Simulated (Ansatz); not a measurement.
```xyz
8

B     0.0069    0.0010   -0.9084
N     0.0040    0.0045    0.7275
H     0.0094   -1.1785   -1.2389
H    -1.0211    0.5900   -1.2517
H     1.0262    0.5832   -1.2358
H    -0.0033    0.9484    1.0798
H    -0.8286   -0.4726    1.0804
H     0.8307   -0.4719    1.0950
```

Basis set: cc-pVDZ (spherical functions). Left uncorrelated: 2 orbitals. Charge 0, multiplicity 1.

Computed with Ansatz (development build ahead of 0.2.0); each method stands on the lowest determinant of its kind that the runs found. Restricted open shells among the atoms or ions are ROHF, correlated in semicanonical orbitals with singles.

The atomization energy at this shape (free ground-state atoms in the same class of orbitals less the molecule, no zero-point energy) of singlet BNH6:

| method | atomization energy |
| --- | --- |
| RHF | 19.39 eV |

(1) What does RHF-MP2 give?

Results:

(1) 24.45 eV.
